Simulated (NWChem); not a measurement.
Everything below was run with NWChem. System: H3BrGe, charge 0, spin multiplicity 1, at a geometry optimised with PBE/def2-SVP. The structure started from a generated list of species. Level: RHF/def2-TZVP.

Input file:

```
start mol
memory heap 200 mb stack 800 mb global 1000 mb
geometry units angstroms nocenter noautoz
  Ge     1.145184     0.030751     0.000000
  Br    -1.185130    -0.031823     0.000000
  H      1.591405     0.780642     1.277642
  H      1.591405     0.780642    -1.277642
  H      1.650840    -1.431485     0.000000
  symmetry group Cs
end
basis spherical
  * library def2-tzvp
end
scf
  rhf
  nopen 0
  maxiter 100
  thresh 1e-7
  semidirect memsize 60000000 filesize 0
end
task scf energy
```

Output (cleaned and shortened):

```
             Northwest Computational Chemistry Package (NWChem) 7.3.0
             --------------------------------------------------------

                                NWChem Input Module
                                -------------------

 Scaling coordinates for geometry "geometry" by  1.889725989
 (inverse scale =  0.529177249)

 Turning off AUTOSYM since
 SYMMETRY directive was detected!

                             Geometry "geometry" -> ""
                             -------------------------

 Output coordinates in angstroms (scale by  1.889725989 to convert to a.u.)

  No.       Tag          Charge          X              Y              Z
 ---- ---------------- ---------- -------------- -------------- --------------
    1 Ge                  32.0000     1.14518400     0.03075100     0.00000000
    2 Br                  35.0000    -1.18513000    -0.03182300     0.00000000
    3 H                    1.0000     1.59140500     0.78064200     1.27764200
    4 H                    1.0000     1.59140500     0.78064200    -1.27764200
    5 H                    1.0000     1.65084000    -1.43148500     0.00000000

 Effective nuclear repulsion energy (a.u.)     305.2673279099

            Nuclear Dipole moment (a.u.)
            ----------------------------
        X                 Y               Z
 ---------------- ---------------- ----------------
    -0.0000226767     0.0000491329     0.0000000000

      Symmetry information
      --------------------

 Group name             Cs
 Group number              2
 Group order               2
 No. of unique centers     4

      Symmetry unique atoms

     1    2    3    5


 Summary of "ao basis" -> "" (spherical)
 ------------------------------------------------------------------------------
       Tag                 Description            Shells   Functions and Types
 ---------------- ------------------------------  ------  ---------------------
 *                         def2-tzvp                  on all atoms

 Summary of "ao basis" -> "ao basis" (spherical)
 ------------------------------------------------------------------------------
       Tag                 Description            Shells   Functions and Types
 ---------------- ------------------------------  ------  ---------------------
 Ge                        def2-tzvp                16       48   6s5p4d1f
 Br                        def2-tzvp                16       48   6s5p4d1f
 H                         def2-tzvp                 4        6   3s1p

                                 NWChem SCF Module
                                 -----------------

  ao basis        = "ao basis"
  functions       =   114
  atoms           =     5
  closed shells   =    35
  open shells     =     0
  charge          =   0.00
  wavefunction    = RHF
  use symmetry    = T
  symmetry adapt  = T

 Summary of "ao basis" -> "ao basis" (spherical)
 ------------------------------------------------------------------------------
       Tag                 Description            Shells   Functions and Types
 ---------------- ------------------------------  ------  ---------------------
 Ge                        def2-tzvp                16       48   6s5p4d1f
 Br                        def2-tzvp                16       48   6s5p4d1f
 H                         def2-tzvp                 4        6   3s1p

      Symmetry analysis of basis
      --------------------------

        a'         75
        a"         39

 Forming initial guess at       0.1s

      Superposition of Atomic Density Guess
      -------------------------------------

 Sum of atomic energies:       -4649.20449002

      Non-variational initial energy
      ------------------------------

 Total energy =   -4649.598496
 1-e energy   =   -7088.060682
 2-e energy   =    2133.194858
 HOMO         =      -0.366895
 LUMO         =       0.021516

      Symmetry analysis of molecular orbitals - initial
      -------------------------------------------------

  Numbering of irreducible representations:

     1 a'          2 a"

  Orbital symmetries:

     1 a'          2 a'          3 a'          4 a'          5 a'
     6 a"          7 a'          8 a"          9 a'         10 a'
    11 a'         12 a'         13 a"         14 a'         15 a'
    16 a"         17 a'         18 a'         19 a'         20 a"
    21 a'         22 a'         23 a"         24 a'         25 a"
    26 a'         27 a"         28 a'         29 a'         30 a'
    31 a'         32 a"         33 a'         34 a"         35 a'
    36 a'         37 a'         38 a'         39 a"         40 a'
    41 a"         42 a'         43 a"         44 a'         45 a'

 Starting SCF solution at       3.8s

 ----------------------------------------------
         Quadratically convergent ROHF

 Convergence threshold     :          1.000E-07
 Maximum no. of iterations :          100
 Final Fock-matrix accuracy:          1.000E-09
 ----------------------------------------------

              iter       energy          gnorm     gmax       time
             ----- ------------------- --------- --------- --------
                 1    -4649.5393101407  5.34D-01  1.73D-01      3.9
                 2    -4649.5645761753  2.18D-01  4.85D-02      4.1
                 3    -4649.5676948879  1.41D-02  4.83D-03      4.4
                 4    -4649.5677131404  1.08D-04  2.76D-05      5.0
                 5    -4649.5677131421  6.18D-09  1.94D-09      5.8

       Final RHF  results
       ------------------

         Total SCF energy =  -4649.567713142132
      One-electron energy =  -7089.350901186903
      Two-electron energy =   2134.515860134908
 Nuclear repulsion energy =    305.267327909864

        Time for solution =      2.0s

       Symmetry analysis of molecular orbitals - final
       -----------------------------------------------

  Numbering of irreducible representations:

     1 a'          2 a"

  Orbital symmetries:

     1 a'          2 a'          3 a'          4 a'          5 a'
     6 a"          7 a'          8 a'          9 a'         10 a"
    11 a'         12 a'         13 a'         14 a"         15 a'
    16 a'         17 a'         18 a"         19 a'         20 a'
    21 a"         22 a"         23 a'         24 a'         25 a'
    26 a"         27 a'         28 a"         29 a'         30 a'
    31 a"         32 a'         33 a'         34 a'         35 a"
    36 a'         37 a'         38 a'         39 a"         40 a"
    41 a'         42 a'         43 a'         44 a"         45 a'

             Final eigenvalues
             -----------------

              1
    1 -490.0086
    2 -405.2737
    3  -65.1514
    4  -58.5063
    5  -58.5054
    6  -58.5054
    7  -52.1806
    8  -46.2690
    9  -46.2678
   10  -46.2678
   11   -9.8247
   12   -7.4354
   13   -7.4308
   14   -7.4308
   15   -7.2245
   16   -5.2019
   17   -5.1989
   18   -5.1989
   19   -3.1773
   20   -3.1750
   21   -3.1750
   22   -3.1694
   23   -3.1694
   24   -1.6767
   25   -1.6744
   26   -1.6744
   27   -1.6698
   28   -1.6698
   29   -1.0009
   30   -0.7345
   31   -0.5075
   32   -0.5075
   33   -0.4727
   34   -0.4116
   35   -0.4116
   36    0.0962
   37    0.1324
   38    0.1585
   39    0.1585
   40    0.2788
   41    0.2788
   42    0.2853
   43    0.3030
   44    0.3030
   45    0.3226

                       ROHF Final Molecular Orbital Analysis
                       -------------------------------------

 Vector   33  Occ=2.000000D+00  E=-4.727248D-01  Symmetry=a'
              MO Center= -5.1D-01, -1.4D-02, -4.7D-14, r^2= 2.9D+00
   Bfn.  Coefficient  Atom+Function         Bfn.  Coefficient  Atom+Function
  ----- ------------  ---------------      ----- ------------  ---------------
    64      0.459647  2 Br px                58     -0.291289  2 Br px
    16     -0.259902  1 Ge px                61      0.244557  2 Br px
    67      0.231585  2 Br px

 Vector   34  Occ=2.000000D+00  E=-4.116257D-01  Symmetry=a'
              MO Center= -8.3D-01, -8.8D-02,  4.5D-10, r^2= 2.5D+00
   Bfn.  Coefficient  Atom+Function         Bfn.  Coefficient  Atom+Function
  ----- ------------  ---------------      ----- ------------  ---------------
    65      0.509517  2 Br py                59     -0.330130  2 Br py
    68      0.309156  2 Br py                62      0.290743  2 Br py

 Vector   35  Occ=2.000000D+00  E=-4.116255D-01  Symmetry=a"
              MO Center= -8.3D-01,  4.3D-02, -4.5D-10, r^2= 2.5D+00
   Bfn.  Coefficient  Atom+Function         Bfn.  Coefficient  Atom+Function
  ----- ------------  ---------------      ----- ------------  ---------------
    66      0.509701  2 Br pz                60     -0.330249  2 Br pz
    69      0.309268  2 Br pz                63      0.290848  2 Br pz

 Vector   36  Occ=0.000000D+00  E= 9.620112D-02  Symmetry=a'
              MO Center=  6.9D-01,  1.9D-02, -4.7D-13, r^2= 5.8D+00
   Bfn.  Coefficient  Atom+Function         Bfn.  Coefficient  Atom+Function
  ----- ------------  ---------------      ----- ------------  ---------------
     6      1.053273  1 Ge s                 19     -0.968115  1 Ge px
    54     -0.731412  2 Br s                 67     -0.706679  2 Br px
    99     -0.257172  3 H  s                105     -0.257172  4 H  s
   111     -0.257201  5 H  s                  5      0.229375  1 Ge s
    16     -0.220068  1 Ge px                64     -0.212816  2 Br px

 Vector   37  Occ=0.000000D+00  E= 1.324026D-01  Symmetry=a'
              MO Center=  1.4D+00,  3.8D-02, -1.3D-15, r^2= 5.8D+00
   Bfn.  Coefficient  Atom+Function         Bfn.  Coefficient  Atom+Function
  ----- ------------  ---------------      ----- ------------  ---------------
     6      1.885138  1 Ge s                 99     -1.152165  3 H  s
   105     -1.152165  4 H  s                111     -1.152116  5 H  s
    19      1.050644  1 Ge px                54      0.355591  2 Br s
     5      0.274872  1 Ge s                  4     -0.169931  1 Ge s

 Vector   38  Occ=0.000000D+00  E= 1.585473D-01  Symmetry=a'
              MO Center=  1.2D+00,  8.7D-02, -1.8D-11, r^2= 5.1D+00
   Bfn.  Coefficient  Atom+Function         Bfn.  Coefficient  Atom+Function
  ----- ------------  ---------------      ----- ------------  ---------------
    20      1.864837  1 Ge py               111      1.655246  5 H  s
    99     -0.827578  3 H  s                105     -0.827578  4 H  s
    68     -0.298654  2 Br py                17      0.156213  1 Ge py

 center of mass
 --------------
 x =  -0.06247359 y =  -0.00167690 z =   0.00000000

 moments of inertia (a.u.)
 ------------------
          24.049404561024         -20.480175669923           0.000000000000
         -20.480175669923         786.206222380143           0.000000000000
           0.000000000000           0.000000000000         786.755990144543

  Mulliken analysis of the total density
  --------------------------------------

    Atom       Charge   Shell Charges
 -----------   ------   -------------------------------------------------------
    1 Ge  32    31.65   2.00  2.00  1.16  0.80  0.78  0.51  5.98  4.43  1.57  1.36  0.77  8.92  1.09  0.08  0.16  0.03
    2 Br  35    35.38   2.00  2.00  1.16  0.78  0.98  1.02  6.00  5.94  1.24  2.88  1.35  8.98  1.02 -0.01  0.04  0.00
    3 H    1     0.99   0.23  0.57  0.18  0.01
    4 H    1     0.99   0.23  0.57  0.18  0.01
    5 H    1     0.99   0.23  0.57  0.18  0.01

       Multipole analysis of the density wrt the origin
       ------------------------------------------------

     L   x y z        total         open         nuclear
     -   - - -        -----         ----         -------
     0   0 0 0     -0.000000      0.000000     70.000000

     1   1 0 0      0.842613      0.000000     -0.000023
     1   0 1 0      0.022626      0.000000      0.000049
     1   0 0 1     -0.000000      0.000000      0.000000

     2   2 0 0    -27.528003      0.000000    353.233098
     2   1 1 0      0.032541      0.000000      9.171864
     2   1 0 1      0.000000      0.000000      0.000000
     2   0 2 0    -28.738966      0.000000     11.904706
     2   0 1 1     -0.000000      0.000000      0.000000
     2   0 0 2    -28.739836      0.000000     11.658590

 Task  times  cpu:        5.8s     wall:        5.8s

 Total times  cpu:        5.9s     wall:        5.9s
```
